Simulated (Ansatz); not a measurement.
C₄H₁₁Ge (SMILES C[C](C)[CH2][GeH3]), doublet, at a GFN2-xTB geometry; Ansatz (a program for electronic structure) with CAM-B3LYP/def2-SVP.

The Ansatz input:
Ansatz 0.2 input:
```yaml
crystal:
  periodic: [false, false, false]
  atoms:
    - {symbol: C, position_ang: [-1.85035356, 1.56009507, 0.14592461]}
    - {symbol: C, position_ang: [-1.57669076, 0.11504733, -0.06642678]}
    - {symbol: C, position_ang: [-2.07325179, -0.86283119, 0.93630274]}
    - {symbol: C, position_ang: [-0.47103887, -0.27125152, -0.93856462]}
    - {symbol: Ge, position_ang: [1.35925460, -0.13968053, -0.06768165]}
    - {symbol: H, position_ang: [-2.85248235, 1.71641892, 0.54198171]}
    - {symbol: H, position_ang: [-1.74655752, 2.11849549, -0.78413121]}
    - {symbol: H, position_ang: [-1.14053095, 1.99270829, 0.86601577]}
    - {symbol: H, position_ang: [-1.39644362, -0.91652367, 1.80145150]}
    - {symbol: H, position_ang: [-2.13128078, -1.86437527, 0.51056702]}
    - {symbol: H, position_ang: [-3.05654015, -0.57954374, 1.30802397]}
    - {symbol: H, position_ang: [-0.56352042, -1.30878474, -1.26621876]}
    - {symbol: H, position_ang: [-0.41699272, 0.36701745, -1.82302937]}
    - {symbol: H, position_ang: [1.48452088, -1.01152390, 1.14606699]}
    - {symbol: H, position_ang: [2.47398997, -0.54191736, -0.99123372]}
    - {symbol: H, position_ang: [1.67770040, 1.25144752, 0.39290304]}
basis:
  gaussian:
    orbitals: def2-SVP
hamiltonian:
  xc: cam_b3lyp
magnetization: {spin_polarized: true, initial_magnetization: 1}
accuracy: high
```

**Question.** Predict the main parts of the log of this Ansatz run.

**Answer.** 
```
Functional definition: CAM-B3LYP
3469 factors; integrals over basis functions are off by at most 1.0e-8 eV
600 factors; integrals over basis functions are off by at most 2.4e-9 eV
mean field evaluation 1: about -60828.0576 eV, gradient 3.6e1 eV
mean field evaluation 2: about -60828.7876 eV, gradient 3.4e1 eV
mean field evaluation 4: about -60834.2933 eV, gradient 1.4e0 eV
mean field evaluation 8: about -60834.5242 eV, gradient 6.3e-2 eV
mean field evaluation 16: about -60834.5242 eV, gradient 7.7e-5 eV
mean field -60834.52419795 eV, -2235.6275291532 hartree, gradient 2.0e-8 eV, S^2 0.755246; 0 other end points of the search recorded, 0 dependent functions left out
reference -60834.52422291 eV, -2235.6275300704 hartree; 34, 33 occupied and 109, 110 virtual orbitals, 3469 factors
Total energy: -60834.52422291 eV, -2235.6275300704 hartree
```
